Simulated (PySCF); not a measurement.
PySCF input (BP86/LANL2DZ):

```python
from pyscf import gto, dft

mol = gto.M(
    atom='''
    Br   -1.75212700   -1.33888100   -0.29400500
    Ge   -0.01223900    0.00502800    0.91155500
    Br    2.03963700   -0.85350300   -0.24577400
    Br   -0.27632000    2.18778700   -0.29364400
    ''',
    basis='lanl2dz',
    ecp='lanl2dz',
    charge=-1,
    spin=0,
    verbose=4,
)

mf = dft.RKS(mol, xc='bp86')
mf.grids.level = 3
mf.conv_tol = 1e-9
mf.max_cycle = 100
mf.max_memory = 1500
mf.kernel()
if not mf.converged:
    mf = mf.newton()
    mf.kernel(mf.make_rdm1())
mf.dip_moment()
```

From the output:

```
atomic radii adjust function: <function treutler_atomic_radii_adjust>
small_rho_cutoff = 0
Set gradient conv threshold to 3.16228e-05
Initial guess from minao.
tot grids = 81912
init E= 0.490133676008945
  HOMO = 0.0378270971455075  LUMO = 0.160695433689413  gap/eV = 3.34342
cycle= 1 E= -42.9527628681106  delta_E= -43.4  |g|= 1.22  |ddm|= 7.48
  HOMO = -0.152834260478199  LUMO = 0.0399548138051541  gap/eV = 5.24606
cycle= 2 E= -43.0370190106663  delta_E= -0.0843  |g|=    1  |ddm|= 3.99
  HOMO = -0.081226339389738  LUMO = 0.0567569108707735  gap/eV = 3.75472
cycle= 3 E= -43.5293784192442  delta_E= -0.492  |g|= 0.354  |ddm|= 2.33
  HOMO = -0.0575507306139246  LUMO = 0.0945051059571341  gap/eV = 4.13765
cycle= 4 E= -43.6012538873454  delta_E= -0.0719  |g|= 0.0244  |ddm|= 0.579
  HOMO = -0.0578888830565238  LUMO = 0.0856274300449931  gap/eV = 3.90528
cycle= 5 E= -43.6016629131663  delta_E= -0.000409  |g|= 0.00911  |ddm|= 0.0917
  HOMO = -0.0579375066172116  LUMO = 0.0869435246754732  gap/eV = 3.94241
cycle= 6 E= -43.6017189911306  delta_E= -5.61e-05  |g|= 0.00118  |ddm|= 0.0267
  HOMO = -0.0579238102187951  LUMO = 0.0869400132925998  gap/eV = 3.94195
cycle= 7 E= -43.6017199553349  delta_E= -9.64e-07  |g|= 2.92e-05  |ddm|= 0.00323
  HOMO = -0.0579279872780115  LUMO = 0.0869326097553041  gap/eV = 3.94186
cycle= 8 E= -43.6017199557571  delta_E= -4.22e-10  |g|= 1.07e-05  |ddm|= 6.84e-05
  HOMO = -0.0579280732870175  LUMO = 0.0869324180419755  gap/eV = 3.94185
Extra cycle  E= -43.6017199556425  delta_E= 1.15e-10  |g|= 1.77e-05  |ddm|= 5.9e-05
converged SCF energy = -43.6017199556425

WARN: System has nonzero charge -1; the dipole moment is origin-dependent.
Location of origin: [0. 0. 0.]

Dipole moment(X, Y, Z, Debye): -0.02592,  0.01030,  1.92007
```

The dipole moment of an ion depends on the origin.

The geometry given is a B3LYP-D3(BJ)/def2-TZVP minimum.
